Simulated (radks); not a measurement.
Values are calculated unless marked as measured or tabulated.
All-electron atom: the lanthanum ion La44+ in [Ne] 3s2 3p1.

Code: a radial shooting solver on a logarithmic mesh with Libxc functionals. Model: Dirac Kohn-Sham, PBE, spin-unpolarised, spherical densities, finite nucleus; open shells fill j = l - 1/2 first; Fermi nuclear charge, rms radius 4.855 fm.

Energy parts (Ry):
| part | energy |
|---|---|
| total | -13325.4277 |
| kinetic | 14465.2498 |
| electron-nucleus | -29074.7441 |
| Hartree | 1503.2793 |
| exchange-correlation | -219.2127 |

Orbitals (lengths in bohr, moments of r in powers of bohr; r(90%) holds 90 % of the orbital's charge):
orbital,occ.,eigenvalue (Ry),r(90%)
1s1/2,2,-3060.069,0.0451
2s1/2,2,-655.7972,0.163
2p1/2,2,-633.0215,0.145
2p3/2,4,-601.6426,0.152
3s1/2,2,-263.3875,0.370
3p1/2,1,-255.2875,0.358
3p3/2,0,-247.1954,0.369

The highest occupied level is 3p1/2 at -3473.4 eV. For comparison, the ionisation energy in NIST's Atomic Spectra Database is 3515 eV (theoretical). In exact Kohn-Sham theory the highest level is minus the ionisation energy, but local and semilocal functionals leave it too shallow, through self-interaction and a potential that decays too fast; potentials with the right tail come closer. The density falls to 0.001 e/bohr^3 at r = 0.70 bohr. The electron density at the nucleus is 3.533e+05 e/bohr^3.

Beside tabulated values, note that spin-unpolarised runs miss the spin-polarisation part of the exchange energy of open shells.
